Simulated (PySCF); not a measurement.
C2H7NOSi2, SMILES O1[SiH2]N=C([SiH2]1)C. Atoms are numbered in the order given.

```xyz
13

C      0.6642     2.5154     0.0000
C      0.3842     1.0438     0.0000
N      1.3327     0.1731     0.0000
Si     0.7743    -1.5055     0.0000
O     -0.9033    -1.3362     0.0000
Si    -1.3924     0.2669     0.0000
H      0.2046     2.9924     0.8831
H      0.2046     2.9924    -0.8831
H      1.7476     2.7053     0.0000
H      1.2422    -2.2138     1.2208
H      1.2422    -2.2138    -1.2208
H     -2.1904     0.6002     1.2163
H     -2.1904     0.6002    -1.2163
```

Geometry optimised at r2SCAN-D4/def2-SVP. The structure was generated by enumeration, and PubChem lists no compound with its InChIKey, so it may never have been made.

These are B3LYP/def2-TZVP (PySCF) values and carry that method's errors.

```yaml
total_energy: -789.62479 hartree
point_group: Cs
highest_occupied_level: -6.74 eV
lowest_empty_level: -1.31 eV
orbital_gap: 5.43 eV
dipole_moment: 1.66 D
quadrupole, principal values (traceless, Buckingham form, about the centre of nuclear charge): -6.32, 0.11, 6.21 D·Å
mean_static_polarisability: 81.3 bohr³ (12.05 Å³)
polarisability_principal_values: 65.2, 80.4, 98.3 bohr³
```
